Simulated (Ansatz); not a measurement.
`O[SiH2][SiH2]CF` → `C[SiH2]O[SiH2]F`  (isomerisation)

Computed with Ansatz on PBE0-D4/def2-TZVP structures; ΔE is electronic, products minus reactants. CCSD(T)/CBS adds triple-zeta CCSD(T) − MP2 to the extrapolated MP2 energy (def2 sets, frozen cores). Functionals use def2-TZVPP. One conformer a species, not always the lowest.

`O[SiH2][SiH2]CF`:

Z-matrix (Å, degrees):
```
Si
Si 1 2.351
O 1 1.655 2 112.0
H 1 1.490 2 109.3 3 123.8
H 1 1.485 2 109.8 3 -116.9
C 2 1.903 1 110.7 3 176.8
H 2 1.491 1 110.7 3 -62.0
H 2 1.491 1 111.0 3 58.0
H 3 0.958 1 117.5 2 65.4
F 6 1.392 2 110.2 1 53.8
H 6 1.095 2 111.5 1 173.8
H 6 1.095 2 111.0 1 -66.0
```

`C[SiH2]O[SiH2]F`:

```xyz
12

C     0.037   -1.583   -1.113
Si    0.464   -0.921    0.568
O    -0.358    0.478    0.858
Si   -0.467    2.061    0.567
F    -0.566    2.309   -1.008
H    -1.033   -1.790   -1.191
H     0.304   -0.865   -1.893
H     0.579   -2.513   -1.306
H     1.924   -0.645    0.667
H     0.079   -1.877    1.636
H    -1.708    2.577    1.179
H     0.746    2.768    1.036
```

CCSD(T)/CBS gives -397.7 kJ/mol.

(1) Another level gave -397.1 kJ/mol. Which?
A. PBE/def2-TZVPP
B. B2PLYP/def2-TZVPP
C. PBE0/def2-TZVPP
D. r2SCAN-D4/def2-TZVPP

Largest T1 diagnostic among the species: 0.012.

Answers

(1) B. B2PLYP -397.1, PBE -347.7, r2SCAN-D4 -385.2, PBE0 -365.9 kJ/mol.

From PBE to PBE0 (25 % exact exchange), in def2-TZVPP and without D4, ΔE moves by −18.1 kJ/mol. In def2-TZVPP, CCSD(T) changes the Hartree–Fock value by +26.8 kJ/mol (the triples alone add +4.8 kJ/mol) and MP2 by +7.2 kJ/mol.
